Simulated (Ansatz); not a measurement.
**Molecular dynamics of H14CO8**

input.yaml

```yaml
crystal:
  lattice:
    - [6.240251, 0.0, 0.0]
    - [0.0, 6.240251, 0.0]
    - [0.0, 0.0, 6.240251]
  atoms:
    - { symbol: O, position: [0.7083259, 0.25002301, 0.73225914] }
    - { symbol: H, position: [0.58950617, 0.30062345, 0.8197428] }
    - { symbol: H, position: [0.73031357, 0.10092345, 0.78593405] }
    - { symbol: O, position: [0.43247578, 0.82513323, 0.31533282] }
    - { symbol: H, position: [0.54781643, 0.86827406, 0.21786974] }
    - { symbol: H, position: [0.46439532, 0.67014565, 0.33395304] }
    - { symbol: O, position: [-0.01319544, 0.51080045, 0.94466509] }
    - { symbol: H, position: [-0.0958367, 0.41046214, 0.85235039] }
    - { symbol: H, position: [0.0209204, 0.42681792, 1.07356986] }
    - { symbol: O, position: [0.70796962, 0.87060729, 0.94842669] }
    - { symbol: H, position: [0.80728259, 0.74733581, 0.95018838] }
    - { symbol: H, position: [0.57015495, 0.81540645, 0.89220016] }
    - { symbol: O, position: [0.28126869, 0.81780257, -0.12676899] }
    - { symbol: H, position: [0.28956604, 0.85351602, 0.02715621] }
    - { symbol: H, position: [0.18433131, 0.6916939, -0.12652344] }
    - { symbol: O, position: [0.53711406, 0.39026703, 0.32471487] }
    - { symbol: H, position: [0.39836076, 0.31499727, 0.32116268] }
    - { symbol: H, position: [0.60453891, 0.33756077, 0.45695312] }
    - { symbol: O, position: [0.02987154, -0.05136997, 0.51118741] }
    - { symbol: C, position: [-0.00374123, 0.08719974, 0.35566129] }
    - { symbol: O, position: [0.12315445, 0.22087362, 0.2855751] }
    - { symbol: H, position: [0.17948265, -0.05041723, 0.56730415] }
    - { symbol: H, position: [-0.16991766, 0.06995297, 0.29315085] }
basis:
  ecutwfc: 420.0
kpoints:
  mp_grid: { grid: [1, 1, 1] }
hamiltonian:
  xc: pbe
scf:
  occupations: { method: fermi_dirac, width: 0.05 }
  lower_state_search: "off"
md:
  timestep: 0.5
  n_steps: 300
  ensemble: nvt_langevin
  temperature: 300.0
  initial_velocities: maxwell_boltzmann
  seed: 569502
  friction: 0.02
  masses: [{ species: H, mass: 2.014 }]
```

Command:

```bash
$ ansatz run input.yaml --threads 1 --pin off --max-ram 3072MiB --backend cpu --events-out ev --progress --plain --runs-dir out
```

It starts from a partly relaxed structure (largest force component 0.28 eV/Å).

Output, in part (step lines):

```
md step     0: t =     0.00 fs  T =   287.0 K  F+E_penalty+E_count = -5014.65173634 eV  E_kin = 0.853116 eV  (9 SCF iters)
md step     1: t =     0.50 fs  T =   274.2 K  F+E_penalty+E_count = -5014.63976042 eV  E_kin = 0.815151 eV  (8 SCF iters)
md step     2: t =     1.00 fs  T =   256.3 K  F+E_penalty+E_count = -5014.60857454 eV  E_kin = 0.761890 eV  (8 SCF iters)
md step     3: t =     1.50 fs  T =   216.8 K  F+E_penalty+E_count = -5014.56594826 eV  E_kin = 0.644563 eV  (8 SCF iters)
md step     4: t =     2.00 fs  T =   211.7 K  F+E_penalty+E_count = -5014.52105522 eV  E_kin = 0.629294 eV  (8 SCF iters)
md step     5: t =     2.50 fs  T =   193.0 K  F+E_penalty+E_count = -5014.47891677 eV  E_kin = 0.573790 eV  (5 SCF iters)
md step     6: t =     3.00 fs  T =   185.3 K  F+E_penalty+E_count = -5014.44704028 eV  E_kin = 0.550924 eV  (6 SCF iters)
md step     7: t =     3.50 fs  T =   173.5 K  F+E_penalty+E_count = -5014.42769939 eV  E_kin = 0.515912 eV  (5 SCF iters)
[... lines left out ...]
md step   300: t =   150.00 fs  T =   250.7 K  F+E_penalty+E_count = -5013.91374311 eV  E_kin = 0.745256 eV  (8 SCF iters)
```

The steps, from the saved trajectory:

```csv
time (fs),T (K),potential energy less start (eV)
0.0,287,0.000
5.0,168,0.223
10.0,150,0.405
15.0,130,0.598
20.0,228,0.458
25.0,195,0.539
30.0,229,0.486
35.0,288,0.452
40.0,278,0.631
45.0,269,0.722
50.0,299,0.748
55.0,268,0.810
60.0,236,0.789
65.0,299,0.623
70.0,315,0.502
75.0,310,0.511
80.0,289,0.627
85.0,230,0.638
90.0,217,0.717
95.0,321,0.519
100.0,342,0.493
105.0,247,0.489
110.0,255,0.538
115.0,264,0.508
120.0,249,0.450
125.0,252,0.537
130.0,224,0.674
135.0,255,0.669
140.0,285,0.535
145.0,306,0.632
150.0,251,0.738
```

The run went to its last step. The mean temperature of the second half is 12 % below the set value. A run of 0.15 ps of so small a system gives no equilibrium averages. Limits of this set-up: coarse k mesh.

Mean squared displacements from the first frame to the last, about the centre of mass: O 0.10 Å², H 0.33 Å², C 0.08 Å².

Last frame:

```xyz
23
Lattice="6.2403 0.0000 0.0000 0.0000 6.2403 0.0000 0.0000 0.0000 6.2403" Properties=species:S:1:pos:R:3
O 4.033 1.681 4.580
H 3.136 2.006 5.035
H 4.166 0.762 4.930
O 2.607 5.200 1.927
H 3.212 5.814 2.310
H 2.975 4.279 1.825
O -0.073 2.992 5.781
H -0.862 2.497 5.421
H 0.222 2.542 6.561
O 4.509 5.539 5.920
H 5.111 4.764 5.843
H 3.628 5.066 5.948
O 1.748 4.838 -1.161
H 1.563 5.374 -0.434
H 0.961 4.330 -1.218
O 3.492 2.751 1.942
H 2.638 2.211 1.971
H 3.790 2.562 2.859
O 0.211 -0.432 2.659
C 0.023 0.789 2.308
O 0.843 1.562 1.829
H 1.232 -0.709 2.543
H -1.043 1.156 2.304
```

The run took 3.5 min on 1 thread of AMD EPYC 9B14 (Zen 4) (shared host), peak memory 0.45 GiB.
